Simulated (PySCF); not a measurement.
# `O=C(F)/C(=C/Cl)C(F)(F)F`, C4HClF4O

Cartesian coordinates in Å; atom numbers follow the order of the lines, from 1:
```xyz
11

O     1.240   -1.894    0.694
C     1.238   -0.731    0.510
F     2.361   -0.002    0.761
C     0.145    0.128    0.020
C     0.311    1.456   -0.120
Cl   -0.833    2.565   -0.652
C    -1.121   -0.651   -0.272
F    -1.592   -1.243    0.832
F    -2.115    0.098   -0.753
F    -0.902   -1.614   -1.174
H     1.273    1.890    0.128
```

Theory: PySCF 2.14.0, GIAO HF/pcSseg-1 magnetisability, rotational g tensor and spin-rotation constants, non-relativistic, gas phase. Geometry: GFN2-xTB.

Task: Give the nuclear spin-rotation constants along the inertial axes (H = +C I·J) beside the isotropic shieldings.

Result: Rotational constants 1.3791, 1.0117, 0.6498 GHz. A star marks the isotopologue with that one atom substituted, in its own axes.
| atom | isotope | Caa (kHz) | Cbb (kHz) | Ccc (kHz) | mean (kHz) | σ (ppm) |
| --- | --- | --- | --- | --- | --- | --- |
| F3 | 19F | 3.548 | 0.797 | 0.734 | 1.693 | 209.5 |
| Cl6 | 35Cl | 0.252 | 0.354 | 0.094 | 0.233 | 763.6 |
| F8 | 19F | 1.461 | 1.294 | 0.591 | 1.116 | 281.8 |
| F9 | 19F | 1.167 | 1.304 | 0.575 | 1.015 | 295.0 |
| F10 | 19F | 1.435 | 1.292 | 0.594 | 1.107 | 282.8 |
| H11 | 1H | -0.135 | 0.100 | -0.072 | -0.036 | 23.7 |
| O1 | 17O* | -0.751 | -0.643 | -0.049 | -0.481 | -115.3 |
| C2 | 13C* | 0.356 | 0.498 | 0.169 | 0.341 | 36.4 |
| C4 | 13C* | 0.503 | 0.368 | 0.096 | 0.323 | 68.8 |
| C5 | 13C* | 0.648 | 0.464 | 0.090 | 0.401 | 25.6 |
| C7 | 13C* | 0.363 | 0.276 | 0.173 | 0.271 | 80.4 |

For the geometry as given, no vibrational averaging.
